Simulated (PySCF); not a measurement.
SiCl₄.
Structure used (PBE0-D3(BJ)/def2-SVP), in Å, numbered top down from 1:
```xyz
5
SiCl4 angstrom
Cl    -1.175   -1.184   -1.167
Si     0.003    0.001   -0.007
Cl    -0.741    1.894    0.005
Cl     0.035   -0.727    1.892
Cl     1.894    0.021   -0.758
```

Jobs on this species (5 atoms, 82 electrons) with PySCF (density fitting). Hardware of each: one thread, x86-64 server, no GPU (shared host). The host was shared with other jobs, so the times are rough.

```tsv
level and settings	work	basis functions	SCF cycles	wall time
mPW1PW91/pcSseg-2	shieldings	215	?	?
CAM-B3LYP/def2-SVPD	10 singlets by full TDDFT, 4 Tamm–Dancoff triplets, polarisability, ΔSCF ions	132	?	?
PBE0-D3(BJ)/def2-SVP, grid level 1	geometry optimisation from a GFN2-xTB start	90	64	26 s
B97-2/pcSseg-2	shieldings	215	12	12 s
HF/pcSseg-2	shieldings	215	9	11 s
delta-SCF UKS SCAN, pcX-2 on the ionised atom, pcseg-1 elsewhere, spin-free X2C	ΔSCF core ionisation, 4 holes	132	50	6.5 s
B97-D/pcSseg-2	shieldings	215	12	20 s
BP86/pcSseg-2	shieldings	215	12	19 s
PBE0/pcSseg-1	shieldings, charges and field gradients	120	12	5.6 s
```

Fill in the missing figures.

- mPW1PW91/pcSseg-2; shieldings: 19 s, 12 SCF cycles
- CAM-B3LYP/def2-SVPD; 10 singlets by full TDDFT, 4 Tamm–Dancoff triplets, polarisability, ΔSCF ions: 29 s, 11 SCF cycles

What do all jobs in the table cost together?

About 2.5 min; the longest takes about 20 % of that, and about 5.2 times as long as the shortest.
